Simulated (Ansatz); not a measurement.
Consider the ligand exchange at the Al–O bond: `[AlH2][O][SiH3]` + HBr → `[AlH2][Br]` + `O[SiH3]`.

Calculated with Ansatz (gas phase, PBE0-D4/def2-TZVP geometries, no zero-point term in ΔE). CCSD(T)/CBS is the MP2 limit (def2-TZVPP, def2-QZVPP) plus CCSD(T) − MP2 in def2-TZVPP, frozen cores. Functionals use def2-TZVPP. B3LYP here is the variant with VWN-RPA as its local correlation; programs differ in this. HSE06 is defined as in plane-wave codes. For Br outer-core shells are correlated without core-valence functions, which leaves a few kJ/mol of doubt a bond. Scalar relativity is left out up to krypton.

```
             level  ΔE (kJ/mol)  difference from CCSD(T)/CBS
       LDA (SPW92)         -5.9                         -1.0
            PBE-D4         -9.4                         -4.5
         revPBE-D4         -8.5                         -3.6
         r2SCAN-D4         -5.4                         -0.5
            B97M-V          1.8                          6.7
          B3LYP-D4          1.9                          6.8
        r2SCANh-D4         -6.1                         -1.2
          HSE06-D4        -11.2                         -6.3
          BHLYP-D4          1.0                          5.9
      CAM-B3LYP-D4          4.9                          9.8
           ωB97X-V         -3.8                          1.1
           ωB97M-V         -4.3                          0.6
            B2PLYP         -0.4                          4.5
          PBE-QIDH         -8.9                         -4.0
               PBE        -11.1                         -6.2
            revPBE        -13.0                         -8.1
              BLYP          0.6                          5.5
            r2SCAN         -6.0                         -1.1
             B3LYP         -0.7                          4.2
           r2SCANh         -6.8                         -1.9
           r2SCAN0         -7.9                         -3.0
             HSE06        -12.7                         -7.8
             BHLYP         -0.9                          4.0
         CAM-B3LYP          3.3                          8.2
           LC-ωPBE         -5.8                         -0.9
RPA@PBE/def2-TZVPP          3.5                          8.4
       HF/def2-SVP          2.0                          6.9
      MP2/def2-SVP          3.0                          7.9
     CCSD/def2-SVP          5.8                         10.7
  CCSD(T)/def2-SVP          5.5                         10.4
     HF/def2-TZVPP         -3.7                          1.2
    MP2/def2-TZVPP         -2.5                          2.4
   CCSD/def2-TZVPP          0.3                          5.2
CCSD(T)/def2-TZVPP         -0.3                          4.6
     HF/def2-QZVPP         -1.2                          3.7
    MP2/def2-QZVPP         -4.3                          0.6
SCS-MP2/def2-QZVPP         -0.7                          4.2
      HF/CBS(def2)         -0.9                          4.0
     MP2/CBS(def2)         -7.1                         -2.2
    CCSD/CBS(def2)         -4.3                          0.6
       CCSD(T)/CBS         -4.9                            0
```

Largest T1 diagnostic among the species: 0.012.

At CCSD(T), def2-SVP lies +10.4 kJ/mol from the extrapolated value and def2-TZVPP +4.6 kJ/mol. Leaving LDA and LC-ωPBE aside and taking each functional with its dispersion term where it has one, the values spread over 16.1 kJ/mol, from HSE06-D4 to CAM-B3LYP-D4. LDA lies +5.3 kJ/mol from PBE without D4.
